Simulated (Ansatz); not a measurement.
Ansatz (a quantum-chemistry and plane-wave program) input (B3LYP/6-31G*):

Ansatz 0.2 input:
```yaml
crystal:
  periodic: [false, false, false]
  atoms:
    - {symbol: C, position_ang: [-1.96006130, 0.13375282, -0.04337787]}
    - {symbol: C, position_ang: [-0.50991519, 0.29470827, 0.31464789]}
    - {symbol: C, position_ang: [0.50991519, -0.29470827, -0.31464789]}
    - {symbol: C, position_ang: [1.96006130, -0.13375282, 0.04337787]}
    - {symbol: H, position_ang: [-2.09048556, -0.53754436, -0.89923934]}
    - {symbol: H, position_ang: [-2.41900477, 1.09909847, -0.29757420]}
    - {symbol: H, position_ang: [-2.53698191, -0.27453103, 0.79781415]}
    - {symbol: H, position_ang: [-0.29420660, 0.95081399, 1.16064452]}
    - {symbol: H, position_ang: [0.29420660, -0.95081399, -1.16064452]}
    - {symbol: H, position_ang: [2.09048556, 0.53754436, 0.89923934]}
    - {symbol: H, position_ang: [2.53698191, 0.27453103, -0.79781415]}
    - {symbol: H, position_ang: [2.41900477, -1.09909847, 0.29757420]}
basis:
  gaussian:
    orbitals: 6-31G*
hamiltonian:
  xc: {name: B3LYP}
phonons: {temperatures: {t_min: 298.15, t_max: 298.15, t_step: 100}}
```

Output:

```
Functional definition: B3LYP
integrals: 0.03 GiB planned
931 factors; integrals over basis functions are off by at most 4.4e-4 eV
mean field: 0.25 GiB planned
mean field evaluation 1: about -4271.4462 eV, gradient 5.3e1 eV
mean field evaluation 2: about -4270.1140 eV, gradient 5.7e1 eV
mean field evaluation 4: about -4278.3676 eV, gradient 5.9e-1 eV
mean field evaluation 8: about -4278.3621 eV, gradient 2.2e-3 eV
mean field -4278.36206106 eV, -157.2269057661 hartree, gradient 3.4e-6 eV, S^2 0.000000; 0 other end points of the search recorded, 0 dependent functions left out
the calculation of the forces begins
reference -4278.36224881 eV, -157.2269126655 hartree; 16, 16 occupied and 60, 60 virtual orbitals, 931 factors
these checks for a lower state are left out or cut short: stability, starts, cluster_reference, orbital_swaps, neighbouring_geometries, increment
integrals: 0.03 GiB planned
931 factors; integrals over basis functions are off by at most 4.4e-4 eV
mean field: 0.25 GiB planned
mean field evaluation 16: about -4278.3682 eV, gradient 1.3e-1 eV
mean field -4278.36188429 eV, -157.2268992700 hartree, gradient 1.2e-6 eV, S^2 0.000000; 0 other end points of the search recorded, 0 dependent functions left out
the calculation of the forces begins
reference -4278.36207202 eV, -157.2269061687 hartree; 16, 16 occupied and 60, 60 virtual orbitals, 931 factors
these checks for a lower state are left out or cut short: stability, starts, cluster_reference, orbital_swaps, neighbouring_geometries, increment
integrals: 0.03 GiB planned
931 factors; integrals over basis functions are off by at most 4.4e-4 eV
mean field: 0.25 GiB planned
mean field -4278.36188504 eV, -157.2268992972 hartree, gradient 1.6e-6 eV, S^2 0.000000; 0 other end points of the search recorded, 0 dependent functions left out
the calculation of the forces begins
reference -4278.36207280 eV, -157.2269061973 hartree; 16, 16 occupied and 60, 60 virtual orbitals, 931 factors
these checks for a lower state are left out or cut short: stability, starts, cluster_reference, orbital_swaps, neighbouring_geometries, increment
integrals: 0.03 GiB planned
931 factors; integrals over basis functions are off by at most 4.4e-4 eV
mean field: 0.25 GiB planned
mean field evaluation 32: about -4278.3619 eV, gradient 5.6e-5 eV
mean field -4278.36190440 eV, -157.2269000090 hartree, gradient 1.2e-6 eV, S^2 0.000000; 0 other end points of the search recorded, 0 dependent functions left out
the calculation of the forces begins
reference -4278.36209218 eV, -157.2269069096 hartree; 16, 16 occupied and 60, 60 virtual orbitals, 931 factors
these checks for a lower state are left out or cut short: stability, starts, cluster_reference, orbital_swaps, neighbouring_geometries, increment
integrals: 0.03 GiB planned
931 factors; integrals over basis functions are off by at most 4.4e-4 eV
mean field: 0.25 GiB planned
mean field -4278.36190358 eV, -157.2268999787 hartree, gradient 1.1e-6 eV, S^2 0.000000; 0 other end points of the search recorded, 0 dependent functions left out
the calculation of the forces begins
reference -4278.36209129 eV, -157.2269068769 hartree; 16, 16 occupied and 60, 60 virtual orbitals, 931 factors
these checks for a lower state are left out or cut short: stability, starts, cluster_reference, orbital_swaps, neighbouring_geometries, increment
integrals: 0.03 GiB planned
931 factors; integrals over basis functions are off by at most 4.4e-4 eV
mean field: 0.25 GiB planned
mean field -4278.36183898 eV, -157.2268976048 hartree, gradient 1.7e-6 eV, S^2 0.000000; 0 other end points of the search recorded, 0 dependent functions left out
the calculation of the forces begins
reference -4278.36202670 eV, -157.2269045032 hartree; 16, 16 occupied and 60, 60 virtual orbitals, 931 factors
these checks for a lower state are left out or cut short: stability, starts, cluster_reference, orbital_swaps, neighbouring_geometries, increment
integrals: 0.03 GiB planned
931 factors; integrals over basis functions are off by at most 4.5e-4 eV
mean field: 0.25 GiB planned
mean field -4278.36184088 eV, -157.2268976744 hartree, gradient 1.1e-6 eV, S^2 0.000000; 0 other end points of the search recorded, 0 dependent functions left out
the calculation of the forces begins
reference -4278.36202864 eV, -157.2269045747 hartree; 16, 16 occupied and 60, 60 virtual orbitals, 931 factors
these checks for a lower state are left out or cut short: stability, starts, cluster_reference, orbital_swaps, neighbouring_geometries, increment
integrals: 0.03 GiB planned
931 factors; integrals over basis functions are off by at most 4.4e-4 eV
mean field: 0.25 GiB planned
mean field -4278.36193037 eV, -157.2269009633 hartree, gradient 1.1e-6 eV, S^2 0.000000; 0 other end points of the search recorded, 0 dependent functions left out
[...]
integrals: 0.03 GiB planned
931 factors; integrals over basis functions are off by at most 4.4e-4 eV
mean field: 0.25 GiB planned
mean field -4278.36204551 eV, -157.2269051944 hartree, gradient 1.8e-6 eV, S^2 0.000000; 0 other end points of the search recorded, 0 dependent functions left out
the calculation of the forces begins
reference -4278.36223324 eV, -157.2269120936 hartree; 16, 16 occupied and 60, 60 virtual orbitals, 931 factors
these checks for a lower state are left out or cut short: stability, starts, cluster_reference, orbital_swaps, neighbouring_geometries, increment
integrals: 0.03 GiB planned
931 factors; integrals over basis functions are off by at most 4.4e-4 eV
mean field: 0.25 GiB planned
mean field -4278.36204494 eV, -157.2269051737 hartree, gradient 1.9e-6 eV, S^2 0.000000; 0 other end points of the search recorded, 0 dependent functions left out
the calculation of the forces begins
reference -4278.36223269 eV, -157.2269120734 hartree; 16, 16 occupied and 60, 60 virtual orbitals, 931 factors
these checks for a lower state are left out or cut short: stability, starts, cluster_reference, orbital_swaps, neighbouring_geometries, increment
integrals: 0.03 GiB planned
931 factors; integrals over basis functions are off by at most 4.4e-4 eV
mean field: 0.25 GiB planned
mean field evaluation 96: about -4278.3620 eV, gradient 8.5e-6 eV
mean field -4278.36203085 eV, -157.2269046556 hartree, gradient 2.0e-6 eV, S^2 0.000000; 0 other end points of the search recorded, 0 dependent functions left out
the calculation of the forces begins
reference -4278.36221856 eV, -157.2269115541 hartree; 16, 16 occupied and 60, 60 virtual orbitals, 931 factors
these checks for a lower state are left out or cut short: stability, starts, cluster_reference, orbital_swaps, neighbouring_geometries, increment
integrals: 0.03 GiB planned
931 factors; integrals over basis functions are off by at most 4.4e-4 eV
mean field: 0.25 GiB planned
mean field -4278.36203125 eV, -157.2269046706 hartree, gradient 2.5e-6 eV, S^2 0.000000; 0 other end points of the search recorded, 0 dependent functions left out
the calculation of the forces begins
reference -4278.36221902 eV, -157.2269115709 hartree; 16, 16 occupied and 60, 60 virtual orbitals, 931 factors
these checks for a lower state are left out or cut short: stability, starts, cluster_reference, orbital_swaps, neighbouring_geometries, increment
integrals: 0.03 GiB planned
931 factors; integrals over basis functions are off by at most 4.4e-4 eV
mean field: 0.25 GiB planned
mean field -4278.36197991 eV, -157.2269027839 hartree, gradient 1.3e-6 eV, S^2 0.000000; 0 other end points of the search recorded, 0 dependent functions left out
the calculation of the forces begins
reference -4278.36216770 eV, -157.2269096848 hartree; 16, 16 occupied and 60, 60 virtual orbitals, 931 factors
these checks for a lower state are left out or cut short: stability, starts, cluster_reference, orbital_swaps, neighbouring_geometries, increment
integrals: 0.03 GiB planned
931 factors; integrals over basis functions are off by at most 4.4e-4 eV
mean field: 0.25 GiB planned
mean field -4278.36197836 eV, -157.2269027269 hartree, gradient 1.8e-6 eV, S^2 0.000000; 0 other end points of the search recorded, 0 dependent functions left out
the calculation of the forces begins
reference -4278.36216606 eV, -157.2269096249 hartree; 16, 16 occupied and 60, 60 virtual orbitals, 931 factors
these checks for a lower state are left out or cut short: stability, starts, cluster_reference, orbital_swaps, neighbouring_geometries, increment
integrals: 0.03 GiB planned
931 factors; integrals over basis functions are off by at most 4.4e-4 eV
mean field: 0.25 GiB planned
mean field -4278.36204199 eV, -157.2269050653 hartree, gradient 1.8e-6 eV, S^2 0.000000; 0 other end points of the search recorded, 0 dependent functions left out
the calculation of the forces begins
reference -4278.36222974 eV, -157.2269119648 hartree; 16, 16 occupied and 60, 60 virtual orbitals, 931 factors
these checks for a lower state are left out or cut short: stability, starts, cluster_reference, orbital_swaps, neighbouring_geometries, increment
integrals: 0.03 GiB planned
931 factors; integrals over basis functions are off by at most 4.4e-4 eV
mean field: 0.25 GiB planned
mean field evaluation 128: about -4278.3620 eV, gradient 2.1e-6 eV
mean field -4278.36204234 eV, -157.2269050780 hartree, gradient 2.1e-6 eV, S^2 0.000000; 0 other end points of the search recorded, 0 dependent functions left out
the calculation of the forces begins
reference -4278.36223008 eV, -157.2269119773 hartree; 16, 16 occupied and 60, 60 virtual orbitals, 931 factors
these checks for a lower state are left out or cut short: stability, starts, cluster_reference, orbital_swaps, neighbouring_geometries, increment
integrals: 0.03 GiB planned
931 factors; integrals over basis functions are off by at most 4.5e-4 eV
mean field: 0.25 GiB planned
mean field -4278.36195982 eV, -157.2269020455 hartree, gradient 2.8e-6 eV, S^2 0.000000; 0 other end points of the search recorded, 0 dependent functions left out
the calculation of the forces begins
reference -4278.36214756 eV, -157.2269089447 hartree; 16, 16 occupied and 60, 60 virtual orbitals, 931 factors
these checks for a lower state are left out or cut short: stability, starts, cluster_reference, orbital_swaps, neighbouring_geometries, increment
integrals: 0.03 GiB planned
931 factors; integrals over basis functions are off by at most 4.4e-4 eV
mean field: 0.25 GiB planned
mean field -4278.36195855 eV, -157.2269019988 hartree, gradient 2.8e-6 eV, S^2 0.000000; 0 other end points of the search recorded, 0 dependent functions left out
the calculation of the forces begins
reference -4278.36214630 eV, -157.2269088984 hartree; 16, 16 occupied and 60, 60 virtual orbitals, 931 factors
these checks for a lower state are left out or cut short: stability, starts, cluster_reference, orbital_swaps, neighbouring_geometries, increment
integrals: 0.03 GiB planned
931 factors; integrals over basis functions are off by at most 4.4e-4 eV
mean field: 0.25 GiB planned
mean field -4278.36204662 eV, -157.2269052355 hartree, gradient 1.2e-6 eV, S^2 0.000000; 0 other end points of the search recorded, 0 dependent functions left out
the calculation of the forces begins
reference -4278.36223437 eV, -157.2269121350 hartree; 16, 16 occupied and 60, 60 virtual orbitals, 931 factors
these checks for a lower state are left out or cut short: stability, starts, cluster_reference, orbital_swaps, neighbouring_geometries, increment
integrals: 0.03 GiB planned
931 factors; integrals over basis functions are off by at most 4.4e-4 eV
mean field: 0.25 GiB planned
mean field -4278.36204611 eV, -157.2269052165 hartree, gradient 8.2e-7 eV, S^2 0.000000; 0 other end points of the search recorded, 0 dependent functions left out
the calculation of the forces begins
reference -4278.36223385 eV, -157.2269121159 hartree; 16, 16 occupied and 60, 60 virtual orbitals, 931 factors
Total energy: -4278.36224881 eV, -157.2269126655 hartree
Atom 0 at    -1.960061     0.133753    -0.043378 Å, force     0.000058    -0.000253    -0.000311 eV/Å
Atom 1 at    -0.509915     0.294708     0.314648 Å, force    -0.000157    -0.000128    -0.000178 eV/Å
Atom 2 at     0.509915    -0.294708    -0.314648 Å, force     0.000157     0.000128     0.000178 eV/Å
Atom 3 at     1.960061    -0.133753     0.043378 Å, force    -0.000058     0.000253     0.000311 eV/Å
Atom 4 at    -2.090486    -0.537544    -0.899239 Å, force     0.000153     0.000198     0.000264 eV/Å
Atom 5 at    -2.419005     1.099098    -0.297574 Å, force    -0.000086     0.000187    -0.000080 eV/Å
Atom 6 at    -2.536982    -0.274531     0.797814 Å, force    -0.000112    -0.000110     0.000156 eV/Å
Atom 7 at    -0.294207     0.950814     1.160645 Å, force     0.000158     0.000031     0.000055 eV/Å
Atom 8 at     0.294207    -0.950814    -1.160645 Å, force    -0.000158    -0.000031    -0.000055 eV/Å
Atom 9 at     2.090486     0.537544     0.899239 Å, force    -0.000153    -0.000198    -0.000264 eV/Å
Atom 10 at     2.536982     0.274531    -0.797814 Å, force     0.000112     0.000110    -0.000156 eV/Å
Atom 11 at     2.419005    -1.099098     0.297574 Å, force     0.000086    -0.000187     0.000080 eV/Å
Dipole moment:     0.000000     0.000000     0.000000 e Å
Vibrations: 180.17 233.71 244.79 281.92 501.48 755.64 884.12 998.64 1011.35 1075.98 1082.80 1085.87 1179.07 1344.99 1345.71 1441.69 1443.56 1509.83 1510.08 1519.65 1527.44 1763.31 3027.90 3028.62 3072.94 3073.19 3109.78 3111.71 3130.80 3138.46 cm⁻¹, zero-point energy 2.951766 eV
```

The blocks after the first are displaced geometries, from whose forces the wavenumbers follow.
